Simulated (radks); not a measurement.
Spherical quantum dot in the effective-mass picture: electrons in a parabolic well V = omega^2 r^2 / 2 with omega = 1.9, with a point charge +2 (a donor) at the centre, all in effective atomic units (hartree* = m*/eps^2 hartree, bohr* = eps/m* bohr), one dielectric constant everywhere. Calculated with a radial shooting solver with Libxc functionals: non-relativistic Kohn-Sham, r2SCAN, spin-polarised, spherical densities, generalised Kohn-Sham scheme. Levels are named by radial order and angular momentum (1s, 1p, 1d, 2s, ...), and open shells are averaged over m.

N = 14, configuration 1s2 1p6 1d(up 4, down 0) 2s2. This is the lowest configuration that the search found. Occupied and some empty levels:

level    occupation  eigenvalue (hartree*)  <r> (bohr*)
1s up             1                 10.109       0.7679
1s down           1                 10.146       0.7486
1p up             3                 12.074        1.263
1p down           3                 12.222        1.248
2s up             1                 12.917        1.294
2s down           1                 13.066        1.307
1d up             4                 13.546        1.496
1d down           0                 13.739        1.494
1f up             0                 15.067        1.673
2p up             0                 15.158        1.496
1f down           0                 15.284        1.674
2p down           0                 15.289        1.495
1g up             0                 16.660        1.826
1g down           0                 16.901        1.823

Energy (hartree*): total 107.376, kinetic 30.972, external 16.490, Hartree 69.435, exchange-correlation -9.5215.

Electron density:

r (bohr*)  n(r) (e/bohr*^3)
0.122                 5.178
0.326                 2.348
0.530                 1.213
0.734                0.8250
0.938                0.7104
1.14                 0.6299
1.35                 0.5018
1.55                 0.3397
1.75                 0.1918
1.96                0.08960
2.16                0.03453
2.37                0.01099
2.57               0.002899
